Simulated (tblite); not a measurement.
Input of a run (GFN2-xTB geometry optimisation, gas phase (tblite 0.8.0)), started from a force field or distance geometry:
```
{"job": {"kind": "relax", "xc": "GFN2-xTB", "basis": "xTB"}, "charge": 0, "multiplicity": 1}
C      4.527200    -0.559500    -0.161800
C      3.416700    -0.077800    -0.776200
C      2.176300     0.331400    -0.053800
N      1.039000    -0.457300    -0.569800
N     -0.187700    -0.026400     0.116200
C     -1.066800    -1.190900     0.337300
C     -2.363200    -0.766900     1.019400
C     -3.090500     0.297300     0.216600
C     -2.158100     1.447800    -0.118100
C     -0.871300     0.954100    -0.759000
H      5.391700    -0.835400    -0.741000
H      4.564700    -0.681600     0.918300
H      3.415700     0.030000    -1.838800
H      2.274800     0.204800     1.024700
H      2.003300     1.410000    -0.252100
H      1.254300    -1.436900    -0.318200
H     -1.287500    -1.703700    -0.599400
H     -0.552900    -1.916200     0.991700
H     -3.011500    -1.641200     1.162400
H     -2.138900    -0.377400     2.030900
H     -3.475300    -0.145300    -0.713400
H     -3.967900     0.660200     0.770400
H     -1.922300     2.013800     0.810700
H     -2.674800     2.143200    -0.795900
H     -0.218700     1.828900    -0.929800
H     -1.097400     0.517600    -1.741400
```

Output (eV, eV/Å):
```
step      E/eV     max force
  0    -845.61574    2.445
  1    -845.67443    2.032
  2    -845.71354    0.345
  3    -845.72556    0.301
  4    -845.74810    0.245
  5    -845.75424    0.174
  6    -845.76096    0.143
  7    -845.76362    0.117
  8    -845.76610    0.101
  9    -845.76807    0.094
 10    -845.76999    0.117
 11    -845.77160    0.102
 12    -845.77333    0.120
 13    -845.77535    0.140
 14    -845.77746    0.126
 15    -845.77921    0.106
 16    -845.78071    0.114
 17    -845.78227    0.131
 18    -845.78387    0.124
 19    -845.78521    0.086
 20    -845.78619    0.076
 21    -845.78703    0.079
 22    -845.78795    0.077
 23    -845.78887    0.080
 24    -845.78963    0.055
 25    -845.79026    0.052
 26    -845.79092    0.065
 27    -845.79161    0.065
 28    -845.79232    0.068
 29    -845.79303    0.054
 30    -845.79382    0.066
 31    -845.79471    0.080
 32    -845.79572    0.064
 33    -845.79684    0.072
 34    -845.79824    0.084
 35    -845.80019    0.122
 36    -845.80285    0.163
 37    -845.80626    0.176
 38    -845.81045    0.181
 39    -845.81548    0.179
 40    -845.82129    0.185
 41    -845.82735    0.190
 42    -845.83024    0.363
 43    -845.82248    0.594
 44    -845.83831    0.123
 45    -845.84127    0.101
 46    -845.84826    0.248
 47    -845.85202    0.149
 48    -845.85659    0.121
 49    -845.86434    0.105
 50    -845.86840    0.163
 51    -845.87110    0.130
 52    -845.87489    0.122
 53    -845.88012    0.122
 54    -845.88361    0.159
 55    -845.88639    0.171
 56    -845.88933    0.128
 57    -845.89192    0.106
 58    -845.89397    0.066
 59    -845.89481    0.067
 60    -845.89538    0.053
 61    -845.89579    0.041
 62    -845.89613    0.032
 63    -845.89640    0.039
 64    -845.89672    0.045
 65    -845.89721    0.064
 66    -845.89787    0.057
 67    -845.89853    0.053
 68    -845.89911    0.057
 69    -845.89970    0.057
 70    -845.90038    0.065
 71    -845.90109    0.054
 72    -845.90171    0.056
 73    -845.90222    0.055
 74    -845.90268    0.049
 75    -845.90310    0.039
 76    -845.90343    0.042
 77    -845.90372    0.044
 78    -845.90407    0.050
 79    -845.90454    0.059
 80    -845.90504    0.046
 81    -845.90546    0.034
 82    -845.90575    0.031
 83    -845.90601    0.028
 84    -845.90628    0.032
 85    -845.90653    0.039
 86    -845.90676    0.038
 87    -845.90698    0.033
 88    -845.90724    0.036
 89    -845.90755    0.037
 90    -845.90790    0.041
 91    -845.90834    0.045
 92    -845.90883    0.047
 93    -845.90945    0.046
 94    -845.91011    0.050
 95    -845.91075    0.054
 96    -845.91133    0.068
 97    -845.91200    0.059
 98    -845.91276    0.058
 99    -845.91399    0.065
100    -845.91492    0.087
101    -845.91649    0.096
102    -845.91779    0.080
103    -845.91760    0.183
104    -845.91963    0.116
105    -845.92047    0.088
106    -845.92269    0.072
107    -845.92410    0.180
108    -845.92508    0.075
109    -845.92581    0.049
110    -845.92636    0.037
111    -845.92677    0.054
112    -845.92718    0.046
113    -845.92758    0.052
114    -845.92806    0.057
115    -845.92849    0.055
116    -845.92880    0.054
117    -845.92906    0.034
118    -845.92929    0.044
119    -845.92952    0.034
120    -845.92973    0.030
121    -845.92997    0.032
122    -845.93017    0.029
123    -845.93039    0.026
124    -845.93056    0.022
125    -845.93072    0.022
126    -845.93082    0.031
127    -845.93091    0.024
128    -845.93097    0.015
129    -845.93102    0.014
130    -845.93104    0.013
131    -845.93110    0.013
132    -845.93114    0.013
133    -845.93118    0.014
134    -845.93121    0.014
135    -845.93125    0.011
136    -845.93127    0.011
137    -845.93130    0.009
```

**Question.** Summarise the run.

**Answer.** The energy falls by 0.316 eV over 137 L-BFGS steps, the largest force on an atom goes from 2.45 to 0.009 eV/Å, and the atoms move by 0.601 Å rms after alignment. The bond that changes most is N4–N5 (both ends hydrazine nitrogen), which shortens by 0.059 Å. Bonds longer at the end by more than 0.005 Å: 6 of 26; shorter: 16. Among the angles that change most is C3–N4–H16, from 105.1° to 110.5°. Among the dihedrals that turn most is H16–N4–N5–C6, from -29° to 41°. The energy rose by more than 1e-5 eV at steps 43 and 103. The first step brought 19 % of the lowering.

**Question.** What are the final bond lengths?

**Answer.** C1=C2 1.319 Å, C2–C3 1.496 Å, C3–N4 1.453 Å, N4–N5 1.411 Å, N5–C6 1.454 Å, C6–C7 1.525 Å, C7–C8 1.525 Å, C8–C9 1.525 Å, C9–C10 1.524 Å, N5–C10 1.452 Å, C1–H11 1.077 Å, C1–H12 1.078 Å, C2–H13 1.081 Å, C3–H14 1.103 Å, C3–H15 1.095 Å, N4–H16 1.025 Å, C6–H17 1.108 Å, C6–H18 1.094 Å, C7–H19 1.092 Å, C7–H20 1.091 Å, C8–H21 1.093 Å, C8–H22 1.092 Å, C9–H23 1.091 Å, C9–H24 1.091 Å, C10–H25 1.091 Å, C10–H26 1.105 Å. Numbering counts from 1 in the input's order; the species is `C=CCNN1CCCCC1`.

Its GFN2-xTB frequencies are all real (lowest 42 cm⁻¹). The numbers are those of one conformer.

All values are computed, not measured.
